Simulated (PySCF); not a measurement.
## Radial density of Ge²⁺ (germanium, charge +2)

r2SCAN0, [Ar] 3d10 4s1 4p1, high-spin 3P determinant (an excited configuration). Computed with PySCF 2.14 in aug-cc-pVTZ-DK (7s6p4d2f, 59 functions), with the spin-free X2C one-electron Hamiltonian (Gaussian nucleus).

| r (bohr) | 4πr²ρ (e/bohr) | 4πr²(ρα − ρβ) |
| --- | --- | --- |
| 0.000790 | 0.2944 | 0.0002 |
| 0.00133 | 0.7286 | 0.0005 |
| 0.00223 | 1.765 | 0.0012 |
| 0.00376 | 4.133 | 0.0028 |
| 0.00632 | 9.148 | 0.0061 |
| 0.0106 | 18.33 | 0.0118 |
| 0.0179 | 30.91 | 0.0186 |
| 0.0301 | 39.25 | 0.0197 |
| 0.0506 | 34.71 | 0.0143 |
| 0.0851 | 33.47 | 0.0420 |
| 0.143 | 45.71 | 0.0721 |
| 0.241 | 29.99 | -0.0312 |
| 0.405 | 25.46 | 0.1326 |
| 0.681 | 23.81 | -0.0051 |
| 1.15 | 6.022 | 0.5022 |
| 1.93 | 1.502 | 1.1638 |
| 3.24 | 0.2995 | 0.2956 |
| 5.45 | 0.004182 | 0.0042 |

Densities and radii are taken from the X2C orbitals without a picture-change correction, which distorts them close to the nucleus.

Q: Where is the radial spin density 4πr²(ρα − ρβ) most negative, and why is it negative at all?

A: Around r = 0.241 bohr, down to -0.0312 e/bohr: exchange with the open shell polarises the paired shells in an unrestricted calculation.
